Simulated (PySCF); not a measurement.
Calculation: PySCF with PBE-D3(BJ)/def2-TZVP // PBE0-D3(BJ)/def2-SVP. Isolated molecules, 0 K electronic values unless said otherwise. One relaxed conformer stands for a flexible species; it need not be the lowest. Excitations are Tamm–Dancoff values on a coarser integration grid. The basis has no diffuse functions, so Rydberg states are missing or too high.

Reference species (SMILES): `[Ge]([OH])([OH])([OH])[OH]` (neutral, multiplicity 1).

The LUMO is -1.27 eV and the HOMO–LUMO gap is 6.14 eV. The S1–T1 gap (TDA) is 0.31 eV.

Changed species: `[Ge]([OH])([OH])([O]C)[OH]` (1 of 4 OH replaced by OCH3; the reference has 0 of 4 OH replaced by OCH3).

Question: Give the shifts of the LUMO, HOMO–LUMO gap and S1–T1 gap (TDA).

Answer: the LUMO increases by 0.09 eV, to -1.18 eV; the HOMO–LUMO gap falls by 0.69 eV, to 5.45 eV; the S1–T1 gap (TDA) falls by 0.09 eV, to 0.22 eV.
